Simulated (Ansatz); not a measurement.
The cluster Na₇⁻, relaxed as a singlet with RKS PBE0/def2-SVPD in Ansatz, starting from the GFN1-xTB geometry. Force threshold 0.02 eV/Å.

The structure comes from a short search, and lower isomers may exist.

Start:

Cartesian coordinates in Å:
```
Na 0.254 -1.881 2.871
Na -1.846 -2.016 1.432
Na 0.945 2.242 -0.090
Na -0.448 -0.242 -1.316
Na -1.251 -1.227 -1.176
Na 1.270 0.798 -1.780
Na 1.076 2.325 0.059
```

| step | energy (eV) | largest force component (eV/Å) | SCF passes |
| --- | --- | --- | --- |
| 1 | -27884.6907 | 25567.074 | 63 |
| 2 | -30614.7610 | 1009.251 | 57 |
| 3 | -30654.9596 | 859.949 | 96 |
| 4 | -30756.1707 | 538.074 | 94 |
| 5 | -30837.0662 | 136.551 | 46 |
| 6 | -30859.4563 | 32.602 | 37 |
| 7 | -30865.6852 | 24.970 | 39 |
| 8 | -30866.8512 | 24.933 | 31 |
| 9 | -30867.6374 | 23.925 | 30 |
| 10 | -30867.7621 | 24.077 | 31 |
| 11 | -30868.1744 | 23.422 | 29 |
| 13 | -30870.7876 | 17.222 | 35 |
| 15 | -30876.1498 | 9.074 | 27 |
| 17 | -30880.5321 | 3.105 | 26 |
| 19 | -30883.2836 | 1.227 | 26 |
| 21 | -30884.3957 | 0.377 | 26 |
| 23 | -30884.8302 | 0.130 | 25 |
| 25 | -30885.0455 | 0.101 | 24 |
| 27 | -30885.1646 | 0.082 | 25 |
| 29 | -30885.2221 | 0.011 | 23 |
| 31 | -30885.2229 | 0.003 | 26 |

Force components are those of the run's own axes.

End:

```xyz
7

Na    1.4365   -1.5329    1.9372
Na   -1.8413   -0.5681    1.4349
Na   -0.5530    1.9268   -1.3284
Na    0.6024   -1.8777   -1.3902
Na   -2.6738   -0.7819   -1.9527
Na    2.6513    0.8121   -0.6928
Na    0.3779    2.0216    1.9920
```

Bonds lost: Na4–Na7, Na5–Na6 (atoms count from 1). Bonds formed: Na1–Na4, Na1–Na6, Na1–Na7, Na2–Na3, Na2–Na7, Na3–Na5 (atoms count from 1). Metal–metal contacts that move far: Na3–Na4 3.10 to 3.98 Å. The end is the same structure that another start reached, the lowest one found.

The force fell under the threshold at step 29, but the optimiser went on. No frequencies were taken in this run, so the end may be a saddle point.

Run time 2 min (4 threads of Arm Neoverse V2 on a shared host).
